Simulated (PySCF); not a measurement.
**Calculated NMR parameters of CC1=NN([SiH3])C[C@H]1C**

* Formula: C5H12N2Si
* SMILES: CC1=NN([SiH3])C[C@H]1C
* Point group of the computed structure: C1
* Degrees of unsaturation: 2
* Carbon signals: 5
* Proton signals: 6

Molfile (atoms numbered from 1):
```
C5H12N2Si
     RDKit          3D

 20 20  0  0  0  0  0  0  0  0999 V2000
   -1.6504    1.8762   -0.6493 C   0  0  0  0  0  0  0  0  0  0  0  0
   -0.5673    0.8767   -0.4761 C   0  0  0  0  0  0  0  0  0  0  0  0
    0.6291    1.1890   -0.1777 N   0  0  0  0  0  0  0  0  0  0  0  0
    1.4210    0.0948   -0.1041 N   0  0  0  0  0  0  0  0  0  0  0  0
    3.0364    0.1836    0.4923 Si  0  0  0  0  0  4  0  0  0  0  0  0
    0.6526   -1.1244   -0.3635 C   0  0  0  0  0  0  0  0  0  0  0  0
   -0.7738   -0.6224   -0.6398 C   0  0  1  0  0  0  0  0  0  0  0  0
   -1.8135   -1.1791    0.3301 C   0  0  0  0  0  0  0  0  0  0  0  0
   -2.4056    1.7595    0.1278 H   0  0  0  0  0  0  0  0  0  0  0  0
   -1.2331    2.8767   -0.5885 H   0  0  0  0  0  0  0  0  0  0  0  0
   -2.1371    1.7433   -1.6152 H   0  0  0  0  0  0  0  0  0  0  0  0
    3.8367   -0.7080   -0.3545 H   0  0  0  0  0  0  0  0  0  0  0  0
    3.3976    1.5871    0.3867 H   0  0  0  0  0  0  0  0  0  0  0  0
    3.1225   -0.3035    1.8786 H   0  0  0  0  0  0  0  0  0  0  0  0
    0.6906   -1.7823    0.5098 H   0  0  0  0  0  0  0  0  0  0  0  0
    1.0909   -1.6545   -1.2133 H   0  0  0  0  0  0  0  0  0  0  0  0
   -1.0871   -0.8471   -1.6653 H   0  0  0  0  0  0  0  0  0  0  0  0
   -1.8632   -2.2631    0.2488 H   0  0  0  0  0  0  0  0  0  0  0  0
   -1.5539   -0.9188    1.3545 H   0  0  0  0  0  0  0  0  0  0  0  0
   -2.7974   -0.7732    0.1060 H   0  0  0  0  0  0  0  0  0  0  0  0
  1  2  1  0
  2  3  2  0
  3  4  1  0
  4  5  1  0
  4  6  1  0
  6  7  1  0
  7  8  1  0
  7  2  1  0
  1  9  1  0
  1 10  1  0
  1 11  1  0
  5 12  1  0
  5 13  1  0
  5 14  1  0
  6 15  1  0
  6 16  1  0
  7 17  1  6
  8 18  1  0
  8 19  1  0
  8 20  1  0
M  END
```

[PySCF 2.14: shielding tensors at PBE0/pcSseg-1 (GIAO); GFN2-xTB structure; relativity neglected; no solvent model; one computed conformer; rapidly exchanging positions averaged]

Referencing at the same level of theory: ¹H, ¹³C, ²⁹Si against TMS; NH3 for ¹⁵N.

```tsv
carbon	δC, type	δH (multiplicity)	HMBC from (2–3 bonds)	span of the C tensor (ppm)
C1	15.7, CH3	1.98 (s)	H17	33
C2	149.3, C	–	H16, H17, H15, H9/H10/H11, H18/H19/H20	157
C6	58.2, CH2	H15 2.95 (m); H16 3.84 (m)	H12/H13/H14, H17, H18/H19/H20	66
C7	47.7, CH	3.05 (m)	H16, H15, H9/H10/H11, H18/H19/H20	54
C8	21.9, CH3	1.18 (d)	H16, H17, H15	34
```

Other nuclei:
| atoms | nucleus | environment | δ (ppm) | σ (ppm) |
| --- | --- | --- | --- | --- |
| H12/H13/H14 | ¹H | hydrogen on a silicon bonded to N | 4.83 | 26.88 |
| Si5 | ²⁹Si | silicon bonded to N, 3 H | -56.6 | 405.8 |
| N3 | ¹⁵N | imine nitrogen | 376.0 | -108.2 |
| N4 | ¹⁵N | nitrogen bonded to O or N | 122.6 | 145.2 |

Carbon types of the structure: 1 × C, 1 × CH, 1 × CH2, 2 × CH3, leaving 3 H on heteroatoms. δC 149.3: C=N carbon. δC 58.2: sp3 CH2 bonded to N; the inductive effect lowers its shielding. δC 47.7: sp3 CH in a ring; a saturated carbon with 3 carbon neighbours and no heteroatom attached. δC 21.9, 15.7: methyl carbon; a saturated carbon with 1 carbon neighbour and no heteroatom attached. δH 3.84, 2.95: hydrogen on an sp3 CH2 bonded to N; its carbon carries N, an electronegative neighbour.

Shifts are as computed. Against solution values, carbons near 30 ppm lie about +3 ppm off and those near 130 ppm about +5 ppm. Of 1211 compounds with measured shifts, 218 miss one by over three times the rms of a fit or turn the order of signals round; such compounds aren't used in these exercises. Experimental scales use liquid or dissolved standards, which lie at an offset from isolated NH3 (liquid NH3: subtract about 20 ppm). Unscaled 15N shifts of sp2 nitrogen come out 20 to 40 ppm too high even then. No couplings were computed; multiplicities are counted from neighbouring protons, with m where these are inequivalent, close in shift, in a saturated or five-membered ring or joined by F or P, and br s for small geminal =CH2 splittings.
